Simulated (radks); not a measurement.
Question: Radial electron density D(r) = 4 pi r^2 rho(r) of an atom or ion with 31 electrons. Calculated with a radial shooting solver on a logarithmic mesh with Libxc functionals: scalar-relativistic Kohn-Sham, LDA (Slater exchange, Perdew-Wang correlation), spin-unpolarised, spherical densities, point nucleus.

r (bohr),D(r) (e/bohr)
0.002279,1.798
0.002632,2.321
0.003039,2.984
0.00351,3.820
0.004021,4.801
0.004644,6.083
0.005363,7.657
0.006194,9.566
0.007154,11.85
0.008262,14.53
0.009541,17.61
0.01102,21.06
0.01273,24.81
0.0147,28.71
0.01697,32.58
0.0196,36.15
0.02246,38.96
0.02594,41.05
0.02995,41.97
0.03459,41.62
0.03995,40.12
0.04614,37.92
0.05328,35.72
0.06154,34.39
0.07107,34.73
0.08207,37.07
0.09478,41.07
0.1095,45.57
0.1264,48.86
0.1448,49.41
0.1673,46.50
0.1932,40.60
0.2231,33.69
0.2577,28.34
0.2976,26.37
0.3436,27.83
0.3969,30.84
0.4583,32.75
0.5293,31.63
0.6113,27.24
0.706,20.89
0.8153,14.41
0.9341,9.425
1.079,5.850
1.246,3.769
1.439,2.594
1.662,1.827
1.919,1.245
2.216,0.8363
2.56,0.6213
2.956,0.5386
3.414,0.4743
3.943,0.3593
4.553,0.2134
5.217,0.09971
6.025,0.03239
6.958,0.007323
8.035,0.001108
9.28,0.0001074

What is the nuclear charge?

Answer: Z = 34. The innermost maximum, from 1s, lies near gamma/Z bohr with gamma = sqrt(1 - (Z/c)^2) = 0.969, here 0.0285 bohr (found: 0.0309), and its height grows with Z. The density is that of the selenium ion Se3+ in [Ar] 3d10 4s1 4p1 5s1; the configuration itself is not fixed sharply by these data, and Z only to about a unit. D(r) has 3 maxima, at r = 0.0309, 0.139, 0.469 bohr, and minima at 0.0646, 0.298 bohr, inside which lie 2.07, 11.00 electrons.
